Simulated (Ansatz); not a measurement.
Stepwise reaction of `C#[C][In]([F])[F]` with hydrogen chloride, as a gas-phase model of exchange steps in deposition or etching. ΔE in kJ/mol; ΔG adds harmonic PBE0-D4 terms to CCSD(T)/CBS, at 1 bar.

Program: Ansatz. Geometries: PBE0-D4/def2-TZVP. ΔE: electronic, gas phase. CBS: MP2 limit from def2 TZ/QZ plus the TZ coupled-cluster correction, frozen cores. This one scheme is used for every species. DFT in def2-TZVPP. B3LYP here is the variant with VWN-RPA as its local correlation; programs differ in this. def2 core potentials past Kr. For In outer-core shells are correlated without core-valence functions, which leaves a few kJ/mol of doubt a bond.

| step | reaction | PBE-D4 | B3LYP-D4 | ωB97M-V | CCSD(T)/CBS | ΔG(600 K) |
| --- | --- | --- | --- | --- | --- | --- |
| 1 | `C#[C][In]([F])[F]` + HCl → `C#[C][In]([F])[Cl]` + H–F | -54.9 | -56.2 | -58.0 | -61.6 | -58.0 |
| 2 | `C#[C][In]([F])[Cl]` + HCl → `C#[C][In]([Cl])[Cl]` + H–F | -53.1 | -54.6 | -56.2 | -60.3 | -49.7 |

(1) By hand: ΔE of the 2 steps together at CCSD(T)/CBS.

Results:

(1) (-61.6) + (-60.3) = -121.9 kJ/mol, or -61.0 kJ/mol a step.

In ΔE the steps differ by no more than 1.3 kJ/mol. All are downhill at CCSD(T)/CBS. ΔG lies between -58.0 and -49.7 kJ/mol a step. PBE-D4 differs from CCSD(T)/CBS by 6.7 to 7.2 kJ/mol a step. Isolated molecules leave out the surface, adducts and barriers. Largest T1 diagnostic: 0.017.
